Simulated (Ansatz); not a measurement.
Single points on the cluster V3O3⁺.

```yaml
crystal:
  periodic: [false, false, false]
  atoms:
    - {symbol: V, position_ang: [-0.614223, -0.932422, 0.213993]}
    - {symbol: V, position_ang: [1.409388, -0.256881, 0.070524]}
    - {symbol: V, position_ang: [-0.828406, 1.138039, -0.271439]}
    - {symbol: O, position_ang: [0.936640, 1.420532, -0.326163]}
    - {symbol: O, position_ang: [-1.817455, 0.386369, 0.907705]}
    - {symbol: O, position_ang: [0.914066, -1.755647, -0.594619]}
basis:
  gaussian: {orbitals: def2-SVP, initial_orbitals: start.molden}
total_charge: 1
hamiltonian: {xc: pbe0, dispersion: d4}
scf: {omitted_lower_state_checks: [starts]}
output: {orbitals: {seedname: orbitals}}
```

The file start.molden holds the orbitals of an earlier run on this structure, at another level or in another basis.

```sh
$ ansatz run in.yaml --threads 4 --pin off --events-out ev --progress --plain --max-ram 4787MiB
```

Shortened log:

```
Functional definition: PBE0
1434 factors; integrals over basis functions are off by at most 1.0e-3 eV
mean field evaluation 1: about -83159.4196 eV, gradient 1.3e1 eV
mean field evaluation 2: about -83159.7328 eV, gradient 2.4e-1 eV
mean field evaluation 4: about -83159.9156 eV, gradient 3.3e-3 eV
mean field -83159.91558856 eV, -3056.0705300643 hartree, gradient 3.9e-5 eV, S^2 0.000000; 0 other end points of the search recorded, 0 dependent functions left out
reference -83159.91566694 eV, -3056.0705329446 hartree; 46, 46 occupied and 89, 89 virtual orbitals, 1434 factors
Total energy: -83160.07031317 eV, -3056.0762160888 hartree
Checks for a lower state left out: starts
```

Run time 4.8 s (4 threads of Intel Xeon on a shared host).

As the first input, with `gaussian: {orbitals: def2-TZVP, initial_orbitals: start.molden}`, `hamiltonian: {xc: {name: r2SCANh}, dispersion: d4}` (abridged; 13 s):

```
Functional definition: r2SCANh
mean field -83195.63549853 eV, -3057.3832125438 hartree, gradient 1.8e-5 eV, S^2 0.000000
Total energy: -83195.67763517 eV, -3057.3847610367 hartree
Checks for a lower state left out: starts
```

As the first input, with `gaussian: {orbitals: def2-TZVP, initial_orbitals: start.molden}`, `hamiltonian: {xc: {name: wB97M-V}}` (abridged; 66 s):

```
Functional definition: wB97M-V
mean field -83193.74517061 eV, -3057.3137442741 hartree, gradient 4.5e-5 eV, S^2 0.000000
Total energy: -83193.74524004 eV, -3057.3137468256 hartree
Checks for a lower state left out: starts
```

The first input with `gaussian: {orbitals: def2-TZVP, initial_orbitals: start.molden}`, `hamiltonian: {xc: pbe, dispersion: d4}`, `output: {forces: true, orbitals: {seedname: orbitals}}` (abridged; 5.5 s):

```
Functional definition: PBE
mean field -83180.79772673 eV, -3056.8379344877 hartree, gradient 2.7e-5 eV, S^2 0.000000
Total energy: -83180.98020052 eV, -3056.8446402756 hartree
Atom 0 force    -0.243495    -0.371492     0.086906 eV/Å
Atom 1 force     0.322105     0.162225     0.070495 eV/Å
Atom 2 force    -0.003970     0.323863    -0.184022 eV/Å
Atom 3 force     0.150584     0.230599    -0.051365 eV/Å
Atom 4 force    -0.201586    -0.083587     0.171314 eV/Å
Atom 5 force    -0.023638    -0.261608    -0.093327 eV/Å
Dipole moment:     0.079747     0.119246    -0.026544 e Å
Checks for a lower state left out: starts
```

The first input with `hamiltonian: {xc: pbe, dispersion: d4}` (abridged; 2.5 s):

```
Functional definition: PBE
mean field -83163.16600907 eV, -3056.1899808147 hartree, gradient 1.3e-5 eV, S^2 0.000000
Total energy: -83163.34851962 eV, -3056.1966879537 hartree
Checks for a lower state left out: starts
```

First input, but with `gaussian: {orbitals: def2-TZVP, initial_orbitals: start.molden}`, `correlation: {method: mp2}` and without the key `hamiltonian` (abridged; 57 s):

```
Functional definition: HF
mean field -83074.89419915 eV, -3052.9460516331 hartree, gradient 2.8e-6 eV, S^2 0.000000; unrestricted orbitals would lower it
mean field evaluation 16: about -83074.9404 eV, gradient 8.1e0 eV
mean field evaluation 32: about -83077.1698 eV, gradient 8.8e-1 eV
unrestricted determinant -83077.18667671 eV, -3053.0302986295 hartree, S^2 3.3951
18 core orbitals not correlated: weight in the atoms' cores, before any rotation towards them, 1.000 or more for the frozen orbitals, at most 0.000 for the correlated occupied ones
second order -53.69762361 eV of doubles, -0.00000000 eV of singles
Total energy: -83128.59182276 eV, -3054.9194029031 hartree
Checks for a lower state left out: starts
```

First input, but with `gaussian: {orbitals: def2-TZVP, initial_orbitals: start.molden}`, `hamiltonian: {xc: r2scan, dispersion: d4}` (abridged; 7.5 s):

```
Functional definition: r2SCAN
mean field -83198.61436292 eV, -3057.4926837909 hartree, gradient 2.4e-5 eV, S^2 0.000000
Total energy: -83198.65217971 eV, -3057.4940735325 hartree
Checks for a lower state left out: starts
```

Geometry: PBE-D4/def2-SVP.

Correlated methods freeze 18 core orbitals; core or outer-core shells of V are correlated, in sets that lack core-valence functions. The restricted singlet is unstable towards broken spin symmetry in Hartree–Fock (as tested in another run); at PBE0-D4/def2-SVP, r2SCANh-D4/def2-TZVP, ωB97M-V/def2-TZVP, PBE-D4/def2-TZVP and others this wasn't settled. At MP2/def2-TZVP the restricted singlet (for correlated methods, its reference) is unstable: a solution with broken spin symmetry lies lower. Another isomer (singlet) lies 0.31 eV lower at PBE0-D4/def2-TZVP; other spin states weren't run for this one.
